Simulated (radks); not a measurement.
Question: The table gives one normalised radial function P(r) = r R(r) (large component) of Rh26+ in [Ar] 3d1 (r in bohr). All-electron calculation, Dirac Kohn-Sham, PBEsol, spin-unpolarised, spherical densities, finite nucleus; open shells fill j = l - 1/2 first; Fermi nuclear charge, rms radius 4.4945 fm. Program: a radial shooting solver on a logarithmic mesh with Libxc functionals.

r,P
0.002031,0.2020
0.002911,0.2720
0.004173,0.3593
0.005981,0.4610
0.008642,0.5684
0.01239,0.6498
0.01775,0.6588
0.02545,0.5238
0.03648,0.1752
0.05228,-0.3825
0.07494,-0.9505
0.1074,-1.0798
0.154,-0.3357
0.2207,1.0438
0.3163,1.9091
0.457,1.4377
0.655,0.4897
0.9388,0.0620
1.346,0.0020
1.929,0.0000

Which n and l does it have? It may be an empty orbital.

Answer: n = 3, l = 0: the number of nodes gives n - l - 1 = 2, the rise at small r points to l (this Dirac orbital starts outside the nucleus as r^gamma with gamma = sqrt((l + 1)^2 - (Z/c)^2) = 0.94; the j = 1/2 orbital of l + 1 starts with the same power, but with a smaller coefficient, and then steepens), and the extent must fit the shell. The curve is that of 3s1/2. 3s1/2: eigenvalue -1565.5 eV, 2 radial nodes at r = 0.0413, 0.169 bohr, <r> = 0.356 bohr, 90 % of the charge inside 0.519 bohr.
